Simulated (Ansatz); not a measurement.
Saddle point of SiH$_{4}$O$_{3}$, closed shell (SiH₂O₂ ([OH][Si][OH]) + H₂O → SiH₂O₂ ([OH][Si][OH]) + H₂O; bonds formed: Si1–O5, O2–H3; bonds broken: Si1–O2, H3–O5), PBE0-D4/def2-TZVP structure:

```
8
angstrom
Si -0.6247 -0.3548 0.9238
O 0.2356 -1.0716 -0.6196
H -0.2490 -0.0464 -0.9982
O 0.7400 0.3464 1.5622
O -0.9318 0.8453 -0.4975
H -0.1641 -1.8666 -0.9840
H 1.5263 0.4319 1.0156
H -0.5323 1.7157 -0.4023
```

Energies are electronic, without zero-point energy. Barriers and step energies count from the start structure reached by relaxing down the imaginary mode; all methods use the PBE0-D4 structures, on which another method's saddle can fall below an end. Program: Ansatz 0.2.0. Basis: def2-TZVPP, with def2-QZVPP for the basis limit. Cores are frozen in the correlated methods. B3LYP uses VWN-RPA correlation. Extrapolation: Hartree–Fock as exp(−7.88 √X), correlation as X^−2.97.

| method | barrier (kcal/mol) | step energy (kcal/mol) |
| --- | --- | --- |
| SPW92 | 5.35 | 3.72 |
| PBE-D4 | 10.87 | 2.44 |
| BLYP-D4 | ? | 1.84 |
| r2SCAN-D4 | 12.29 | 2.65 |
| B97M-V | ? | 2.28 |
| PBE0-D4 | 12.72 | 2.47 |
| B3LYP-D4 | 14.51 | 1.94 |
| r2SCAN0-D4 | 13.52 | 2.63 |
| BHLYP-D4 | 16.86 | 2.00 |
| CAM-B3LYP-D4 | 14.06 | 2.27 |
| wB97X-V | 14.47 | 2.45 |
| wB97M-V | ? | 2.61 |
| B2PLYP | 14.64 | 2.12 |
| PBE-QIDH | 13.74 | 2.60 |
| RPA on PBE | 14.72 | 2.54 |
| HF | 23.49 | 1.11 |
| MP2 | 13.65 | 2.47 |
| CCSD | 16.37 | 2.24 |
| CCSD(T) | 14.94 | 2.46 |

Problem. Fill in the withheld barriers. (An estimate is asked for; the value comes from the calculation.)

Solution. The calculation gives: B97M-V 15.98; BLYP-D4 13.43; wB97M-V 14.73 kcal/mol. Each is the energy of the saddle less that of the start structure, by the same method.

For comparison, the barrier by CCSD(T) at an estimated basis limit (MP2 extrapolated from triple and quadruple zeta, plus CCSD(T) − MP2 in triple zeta) is 15.16 kcal/mol.

No T1 diagnostic of these runs exceeds 0.014.

Labels in which every atom is bracketed show which atoms are joined, not bond orders.

For scale, one of the runs: CCSD(T)/def2-TZVPP, 191 basis functions, launched by `ansatz run in.yaml --threads 2 --pin off --events-out ev --progress --plain --max-ram 4352MiB`. Time: 73 s of wall clock on 2 CPU threads of an Arm Neoverse V1; the host was shared. Peak host memory: 2.2 GiB.
